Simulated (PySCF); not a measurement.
O₃Se, SMILES [O-][Se+2](=O)[O-]. Atoms are numbered in the order given.

```xyz
4

Se     0.0000     0.0000     0.0000
O      1.6066     0.0000     0.0000
O     -0.8033     1.3913     0.0000
O     -0.8033    -1.3913     0.0000
```

The structure is a stationary point at B3LYP-D3(BJ)/def2-SVP.

Method: PBE/def2-TZVPD in PySCF.

Gas-phase values at a fixed geometry.

Computed frontier levels, gap, dipole moment and polarisability:
highest occupied level: -8.38 eV
lowest empty level: -4.89 eV
orbital gap: 3.49 eV
dipole moment: 0.00 D
quadrupole, principal values (traceless, Buckingham form, about the centre of nuclear charge): -3.48, -3.48, 6.96 D·Å
mean static polarisability: 38.4 bohr³ (5.68 Å³)
polarisability, principal values: 26.1, 44.5, 44.5 bohr³
